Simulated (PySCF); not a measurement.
CH₆O₂SSi, SMILES C[Si](S)(O)O.

Geometry: PBE0-D3(BJ)/def2-SVP. Other conformers were not sampled.

Two levels are set side by side: TDDFT-PBE/def2-SVPD (PySCF) and TDDFT-M06-2X/def2-SVPD (PySCF). Vertical, same geometry. The lowest singlet is HOMO→LUMO 99 % with PBE and HOMO→LUMO 53 %, HOMO→LUMO+3 19 %, HOMO→LUMO+4 17 % with the other functional; states are paired by order. Differences are taken from unrounded values.

```csv
quantity,TDDFT-M06-2X,TDDFT-PBE,TDDFT-PBE minus TDDFT-M06-2X
lowest singlet excitation (eV),6.04,5.41,-0.63
lowest triplet excitation (TDA) (eV),5.76,5.18,-0.58
```

Functionals without exact exchange tend to place singlet excitations lower, as here. Differences between two approximate levels are no errors against the true value.

Rough cost on one machine, each run with all the roots and properties that it gave: TDDFT-M06-2X against TDDFT-PBE about 20 times.
